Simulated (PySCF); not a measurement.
Atoms are numbered as in `[CH2:1]=[CH:2][C:3](=[O:4])[O:5][CH2:6][CH2:7][CH3:8]` (H(Xn): hydrogen on atom n). Ha(C1) is cis to C3; Hb(C1) is trans to C3.

Geometry: GFN2-xTB; GIAO absolute shieldings from PySCF 2.14.0 with density-fitted response routines, gas phase, non-relativistic, averaged over equivalent atoms.

At B3LYP/6-31G-J (136 basis functions, 18 s wall time on 1 thread of an Arm Neoverse V1, shared host):
```tsv
atoms	σ (ppm)
C3	14.6
C1	52.0
C2	53.7
C6	124.7
C7	160.8
C8	175.0
O4	-80.0
O5	108.0
Ha(C1)	25.98
H(C2)	26.60
Hb(C1)	26.97
H(C6)	28.37
H(C7)	31.36
H(C8)	32.06
```

Q: Estimate the result of repeating the calculation with BHandHLYP/cc-pVDZ.

A: 
| atoms | σ at BHandHLYP/cc-pVDZ | change |
| --- | --- | --- |
| C3 | 32.2 | +17.6 |
| C1 | 65.0 | +13.0 |
| C2 | 69.7 | +16.0 |
| C6 | 138.1 | +13.4 |
| C7 | 170.7 | +9.9 |
| C8 | 185.7 | +10.7 |
| O4 | -21.6 | +58.4 |
| O5 | 159.3 | +51.3 |
| Ha(C1) | 25.00 | -0.98 |
| H(C2) | 25.86 | -0.74 |
| Hb(C1) | 25.86 | -1.11 |
| H(C6) | 27.43 | -0.94 |
| H(C7) | 30.42 | -0.94 |
| H(C8) | 30.99 | -1.07 |

The largest change is at O4 (ester carbonyl oxygen). Cost: 162 basis functions, 23 s wall time on 1 thread of an Arm Neoverse V1, shared host. The order of the carbon signals is the same at both levels.
